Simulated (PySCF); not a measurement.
Computed IR spectrum (relative IR intensity) of a molecule C2H5FSi2. Geometry optimised at PBE-D3(BJ)/def2-SVP. Other conformers were not sampled. Calculation: PBE-D3(BJ)/def2-SVP (PySCF). Frequencies are harmonic and unscaled.

Lines under 2 % of the strongest are left out, and lines within 2 cm⁻¹ are merged.

```csv
ν (cm⁻¹),relative intensity
278,6.2
339,9.3
487,4.2
516,8.3
632,17
686,7.2
720,7.2
743,100
789,6.0
832,30
869,21
896,14
902,27
2081,15
2154,15
2170,29
2179,46
3388,17
```

### Question
Pick the molecule that these values belong to.
(A) F[SiH2]C#C[SiH3]
(B) C#C[Si@@H](F)[SiH3]
(C) F[Si@H]1C=C[SiH2]1
(D) C#C[SiH2][SiH2]F

### Answer
B, C#C[Si@@H](F)[SiH3]
